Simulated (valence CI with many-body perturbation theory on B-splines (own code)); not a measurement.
# Os⁵³⁺: E2, M1 decay

Method: valence CI with perturbative core correlation (CI+MBPT): five valence electrons over a frozen Dirac-Fock core [Ar], radial functions for each j: 7 s, 7 p, 8 d, 6 f, 4 g, 1 h, with the one-electron correlation potential Σ1, the two-electron term Σ2, the three-electron term Σ3, Breit, model QED; selected CI, second order for the rest (own B-spline code, finite nucleus).

The last digits are not significant, and no measured levels were compared; by estimate large intervals hold to a few tenths of a per cent, small ones and those within an open d or f shell to about a per cent. Among the levels kept, up to 250 cm⁻¹ of a level comes from second order outside the variational space, and about a tenth of that is noise between levels of different J, which matters for small intervals. The list stops below the first excitations out of the core. Only levels of the ground parity were solved; by the run's estimate the other parity begins above the list, which can be wrong where configurations are misplaced.

Lines 51 to 100 of 112 in falling wavelength, among levels below 2081000 cm⁻¹, chosen from the decays that carry over 1 % of a level's rate. Wavelengths and rates use the calculated energies. Electric multipoles are in the length gauge, E1 and E2 with the static RPA response of the core. S is in atomic units (e²a₀⁴ for E2 and M2, e²a₀⁶ for E3), for M1 in squared Bohr magnetons. Weak lines are less certain than strong ones. Lines between different terms over intervals too small for the method are left out, as are lines whose strength nearly cancels. The highest levels of a list are the least certain.

Levels are named by their leading jj configuration (3d3/2^4 stands for four electrons in 3d with j = 3/2), which in mixed levels can hold well under half, so a name can repeat and another be missing. Letters in brackets count levels of one name in rising energy.

| λ vac (nm) | Upper | Lower | Type | A (s⁻¹) | S (a.u.) |
| --- | --- | --- | --- | --- | --- |
| 15.56 | (3d3/2 3d5/2^4) J=5/2 | (3d3/2^2 3d5/2^3) J=7/2 [a] | M1 | 2.62e+06 | 2.20e+00 |
| 15.54 | (3d3/2^2 3d5/2^3) J=13/2 | (3d3/2^3 3d5/2^2) J=11/2 | M1 | 7.78e+05 | 1.52e+00 |
| 15.47 | (3d3/2^2 3d5/2^3) J=5/2 [c] | (3d3/2^3 3d5/2^2) J=7/2 [b] | M1 | 2.29e+06 | 1.89e+00 |
| 15.46 | (3d3/2 3d5/2^4) J=9/2 | (3d3/2^2 3d5/2^3) J=7/2 [b] | M1 | 1.06e+06 | 1.46e+00 |
| 15.32 | (3d3/2^2 3d5/2^3) J=3/2 [b] | (3d3/2^3 3d5/2^2) J=1/2 | M1 | 3.93e+05 | 2.10e-01 |
| 15.26 | (3d3/2^2 3d5/2^3) J=1/2 [a] | (3d3/2^3 3d5/2^2) J=3/2 [a] | M1 | 4.88e+06 | 1.29e+00 |
| 15.20 | (3d3/2^3 3d5/2^2) J=3/2 [a] | (3d3/2^4 3d5/2) J=5/2 | M1 | 5.55e+06 | 2.89e+00 |
| 15.06 | (3d3/2^2 3d5/2^3) J=7/2 [b] | (3d3/2^3 3d5/2^2) J=5/2 [b] | M1 | 1.09e+05 | 1.10e-01 |
| 15.05 | (3d3/2 3d5/2^4) J=3/2 | (3d3/2^2 3d5/2^3) J=5/2 [b] | M1 | 1.65e+06 | 8.35e-01 |
| 15.04 | (3d3/2^2 3d5/2^3) J=3/2 [a] | (3d3/2^3 3d5/2^2) J=3/2 [a] | M1 | 4.95e+06 | 2.50e+00 |
| 14.99 | (3d3/2 3d5/2^4) J=9/2 | (3d3/2^2 3d5/2^3) J=9/2 [b] | M1 | 3.25e+06 | 4.05e+00 |
| 14.86 | (3d3/2 3d5/2^4) J=3/2 | (3d3/2^2 3d5/2^3) J=3/2 [a] | M1 | 5.66e+06 | 2.75e+00 |
| 14.85 | (3d3/2^2 3d5/2^3) J=5/2 [b] | (3d3/2^3 3d5/2^2) J=3/2 [a] | M1 | 8.08e+05 | 5.88e-01 |
| 14.79 | (3d3/2^2 3d5/2^3) J=9/2 [b] | (3d3/2^3 3d5/2^2) J=9/2 | M1 | 3.78e+06 | 4.54e+00 |
| 14.64 | (3d3/2 3d5/2^4) J=3/2 | (3d3/2^2 3d5/2^3) J=1/2 [a] | M1 | 3.98e+06 | 1.85e+00 |
| 14.64 | (3d3/2^2 3d5/2^3) J=5/2 [c] | (3d3/2^3 3d5/2^2) J=5/2 [b] | M1 | 1.82e+05 | 1.27e-01 |
| 14.59 | (3d3/2^2 3d5/2^3) J=3/2 [b] | (3d3/2^3 3d5/2^2) J=5/2 [b] | M1 | 1.42e+06 | 6.54e-01 |
| 14.57 | (3d3/2 3d5/2^4) J=11/2 | (3d3/2^2 3d5/2^3) J=13/2 | M1 | 1.26e+06 | 1.74e+00 |
| 14.49 | (3d3/2^2 3d5/2^3) J=5/2 [b] | (3d3/2^3 3d5/2^2) J=7/2 [a] | M1 | 1.96e+06 | 1.33e+00 |
| 14.36 | (3d3/2^2 3d5/2^3) J=7/2 [b] | (3d3/2^3 3d5/2^2) J=9/2 | M1 | 1.16e+06 | 1.02e+00 |
| 14.31 | (3d3/2 3d5/2^4) J=7/2 | (3d3/2^2 3d5/2^3) J=9/2 [a] | M1 | 3.85e+06 | 3.34e+00 |
| 14.30 | (3d3/2^3 3d5/2^2) J=9/2 | (3d3/2^4 3d5/2) J=5/2 | E2 | 3.82e+02 | 2.04e-04 |
| 14.27 | (3d3/2^2 3d5/2^3) J=7/2 [c] | (3d3/2^3 3d5/2^2) J=7/2 [b] | M1 | 1.46e+06 | 1.26e+00 |
| 14.17 | (3d3/2^2 3d5/2^3) J=1/2 [b] | (3d3/2^3 3d5/2^2) J=1/2 | M1 | 2.31e+06 | 4.87e-01 |
| 14.17 | (3d3/2^2 3d5/2^3) J=7/2 [a] | (3d3/2^3 3d5/2^2) J=5/2 [a] | M1 | 1.49e+06 | 1.26e+00 |
| 14.08 | (3d3/2 3d5/2^4) J=11/2 | (3d3/2^2 3d5/2^3) J=9/2 [a] | M1 | 1.51e+06 | 1.88e+00 |
| 13.97 | (3d3/2 3d5/2^4) J=5/2 | (3d3/2^2 3d5/2^3) J=5/2 [a] | M1 | 1.22e+07 | 7.41e+00 |
| 13.92 | (3d3/2 3d5/2^4) J=7/2 | (3d3/2^2 3d5/2^3) J=7/2 [a] | M1 | 3.11e+06 | 2.49e+00 |
| 13.82 | (3d3/2^2 3d5/2^3) J=9/2 [b] | (3d3/2^3 3d5/2^2) J=11/2 | M1 | 1.31e+06 | 1.29e+00 |
| 13.74 | (3d3/2 3d5/2^4) J=11/2 | (3d3/2^2 3d5/2^3) J=11/2 | M1 | 5.02e+06 | 5.79e+00 |
| 13.67 | (3d3/2^3 3d5/2^2) J=5/2 [b] | (3d3/2^4 3d5/2) J=5/2 | M1 | 5.47e+04 | 3.11e-02 |
| 13.67 | (3d3/2^3 3d5/2^2) J=5/2 [b] | (3d3/2^4 3d5/2) J=5/2 | E2 | 2.05e+03 | 5.24e-04 |
| 13.63 | (3d3/2^2 3d5/2^3) J=9/2 [b] | (3d3/2^3 3d5/2^2) J=7/2 [a] | M1 | 9.46e+05 | 8.88e-01 |
| 13.56 | (3d3/2^2 3d5/2^3) J=7/2 [c] | (3d3/2^3 3d5/2^2) J=5/2 [b] | M1 | 6.67e+05 | 4.94e-01 |
| 13.27 | (3d3/2^2 3d5/2^3) J=7/2 [b] | (3d3/2^3 3d5/2^2) J=7/2 [a] | M1 | 9.50e+04 | 6.58e-02 |
| 13.21 | (3d3/2^2 3d5/2^3) J=5/2 [c] | (3d3/2^3 3d5/2^2) J=3/2 [a] | M1 | 1.15e+06 | 5.88e-01 |
| 13.20 | (3d3/2^2 3d5/2^3) J=3/2 [c] | (3d3/2^3 3d5/2^2) J=3/2 [b] | M1 | 9.61e+05 | 3.28e-01 |
| 13.17 | (3d3/2^2 3d5/2^3) J=3/2 [b] | (3d3/2^3 3d5/2^2) J=3/2 [a] | M1 | 7.28e+05 | 2.47e-01 |
| 13.08 | (3d3/2^3 3d5/2^2) J=1/2 | (3d3/2^4 3d5/2) J=5/2 | E2 | 1.36e+03 | 9.33e-05 |
| 13.02 | (3d3/2^3 3d5/2^2) J=7/2 [b] | (3d3/2^4 3d5/2) J=5/2 | M1 | 1.73e+05 | 1.13e-01 |
| 12.99 | (3d3/2^2 3d5/2^3) J=7/2 [c] | (3d3/2^3 3d5/2^2) J=9/2 | M1 | 1.42e+06 | 9.26e-01 |
| 12.96 | (3d3/2 3d5/2^4) J=9/2 | (3d3/2^2 3d5/2^3) J=9/2 [a] | M1 | 1.19e+05 | 9.56e-02 |
| 12.93 | (3d3/2^2 3d5/2^3) J=5/2 [c] | (3d3/2^3 3d5/2^2) J=7/2 [a] | M1 | 2.20e+06 | 1.06e+00 |
| 12.91 | (3d3/2^2 3d5/2^3) J=9/2 [c] | (3d3/2^3 3d5/2^2) J=7/2 [b] | M1 | 1.60e+06 | 1.28e+00 |
| 12.86 | (3d3/2^2 3d5/2^3) J=3/2 [a] | (3d3/2^3 3d5/2^2) J=5/2 [a] | M1 | 2.85e+06 | 8.99e-01 |
| 12.67 | (3d3/2 3d5/2^4) J=9/2 | (3d3/2^2 3d5/2^3) J=11/2 | M1 | 1.12e+06 | 8.48e-01 |
| 12.66 | (3d3/2^2 3d5/2^3) J=5/2 [d] | (3d3/2^3 3d5/2^2) J=3/2 [b] | M1 | 1.50e+06 | 6.77e-01 |
| 12.64 | (3d3/2 3d5/2^4) J=9/2 | (3d3/2^2 3d5/2^3) J=7/2 [a] | M1 | 1.52e+06 | 1.14e+00 |
| 12.63 | (3d3/2 3d5/2^4) J=7/2 | (3d3/2^2 3d5/2^3) J=5/2 [a] | M1 | 5.36e+05 | 3.21e-01 |
| 12.32 | (3d3/2^2 3d5/2^3) J=1/2 [b] | (3d3/2^3 3d5/2^2) J=3/2 [a] | M1 | 2.86e+06 | 3.96e-01 |
